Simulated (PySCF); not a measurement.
Bi(CF3)3, C₃BiF₉.
Cartesian coordinates in Å at the PBE0-D3(BJ)/def2-SVP level; atoms count from 1:
```xyz
13
C3BiF9 angstrom
Bi     0.0670   -0.0641    1.4093
C      1.8984   -0.0835   -0.0203
F      2.7941   -0.9772    0.4096
F      2.4855    1.1158   -0.0172
F      1.5886   -0.3875   -1.2740
C     -0.8676    1.6749    0.1881
F     -0.5371    2.8430    0.7461
F     -2.1988    1.5758    0.2074
F     -0.4731    1.7021   -1.0786
C     -1.0148   -1.6120    0.0555
F     -0.2800   -2.7247   -0.0254
F     -1.2408   -1.1762   -1.1773
F     -2.1910   -1.9386    0.5989
```

Method: PBE0-D3(BJ)/def2-SVP geometry optimisation, gas phase, def2 core potentials past Kr in PySCF.

Take the most abundant isotopes and a rigid rotor. 

(1) Give the principal moments of inertia and the rotational constants in cm⁻¹.

(2) Classify the top.

(3) What does the inertial defect say?

(4) Give the other two planar moments, Paa and Pbb, and the rms extents of the mass along the axes.

(5) Where do the R-branch lines fall?

(6) Estimate the classical rotational partition function at 50 K, 100 K and 200 K.

Results:

(1) Ia = 946.66, Ib = 949.74, Ic = 1207.94 u·Å²; 505379 MHz·u·Å²/I gives 533.9, 532.1 and 418.4 MHz, that is A = 0.01781, B = 0.01775, C = 0.01396 cm⁻¹.

(2) An oblate symmetric top, as the point group C3 requires two equal moments; the computed ones differ by 0.32 % because the geometry is symmetric only within the optimiser's tolerance; Ray's κ = 0.970.

(3) Not planar: Δ = Ic − Ia − Ib = -688.47 u·Å². For a rigid frame Δ = −2 Σ m c², so Σ m c² = 344.23 u·Å² lies off the ab plane. The atom farthest from that plane is 1.83 Å away.

(4) Paa = Σ m a² = (Ib + Ic − Ia)/2 = 605.51 and Pbb = Σ m b² = (Ia + Ic − Ib)/2 = 602.43 u·Å². With the mass M = 415.97 u, the rms extents √(P/M) along a, b and c are 1.21, 1.20, 0.91 Å.

(5) The dipole of 3.12 D lies along the symmetry axis, so ΔK = 0 and J+1 ← J falls at 2B(J+1) for every K: 1.07 GHz, 2.13 GHz, 3.20 GHz, 4.26 GHz, 5.33 GHz for J = 0 to 4.

(6) Point group C3, symmetry number σ = 3; q = (√π/σ)·√((kT/h)³/(ABC)), k/h = 20836.6 MHz/K: 57600 at 50 K, 163000 at 100 K, 461000 at 200 K.

Not checked by PBE0-D3(BJ)/def2-SVP frequencies. These are rigid-rotor constants of the computed structure; measured ground-state constants (B0) also hold zero-point vibration.

The run took 5.4 min wall on one thread, AMD EPYC 7R43 (x86_64), shared host, and the process peaked at 1.1 GiB of memory. That covers the optimisation of the geometry.
